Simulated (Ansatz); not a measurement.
`ClC1(Br)O[SiH2]1` + HCl → `ClC1(Cl)O[SiH2]1` + HBr at 500 K and 1 bar (substitution at a C–Br bond).

Calculated with Ansatz (gas phase, PBE0-D4/def2-TZVP geometries, no zero-point term in ΔE). CCSD(T)/CBS adds triple-zeta CCSD(T) − MP2 to the extrapolated MP2 energy (def2 sets, frozen cores). This one scheme is used for every species. For Br outer-core shells are correlated without core-valence functions, which leaves a few kJ/mol of doubt a bond. Scalar relativity is left out up to krypton.

```
           species  CCSD(T)/CBS energy (Eh)  H − E (kJ/mol)  S (J/(mol·K))
`ClC1(Br)O[SiH2]1`              -3436.56993           113.0          392.0
               HCl               -460.38127            32.5          201.9
`ClC1(Cl)O[SiH2]1`              -1323.02968           113.6          379.1
               HBr              -2573.91920            30.5          213.7
```

H − E and S are ideal-gas, rigid-rotor, harmonic terms from PBE0-D4/def2-TZVP, for one conformer and one mirror image of each species. 1 Eh = 2625.50 kJ/mol, R = 8.31446 J/(mol·K).

Q: By hand: ΔE, ΔH, ΔS and ΔG.

A: ΔE = (-1323.02968) + (-2573.91920) − (-3436.56993) − (-460.38127) = 0.00232 Eh = 6.1 kJ/mol. Δ(H − E) = 113.6 + 30.5 − 113.0 − 32.5 = -1.4, so ΔH = 4.7 kJ/mol. ΔS = 379.1 + 213.7 − 392.0 − 201.9 = -1.1 J/(mol·K). ΔG = 4.7 − 500 × (-1.1)/1000 = 5.2 kJ/mol.

Q: By hand: the equilibrium constant, and the temperature at which ΔG would vanish if ΔH and ΔS stayed fixed.

A: log₁₀ K = −ΔG/(RT ln 10) = -0.5. ΔH and −TΔS have one sign here, so there is no such temperature.

The number of gas molecules stays the same, so ΔS is small and ΔH decides. The sign of ΔG lies within the doubt. A doubt of 5 kJ/mol in ΔE shifts log₁₀ K by 0.5 here. Other conformers and mirror images would add mixing entropy, several J/(mol·K) or more a flexible species. These are equilibria of isolated gas molecules and say nothing of rates. Largest T1 diagnostic: 0.014 (customary marks: 0.02 for closed shells, 0.045 for open ones).

ΔS is within the doubt of such terms, so its sign, and with it that verdict, could turn.
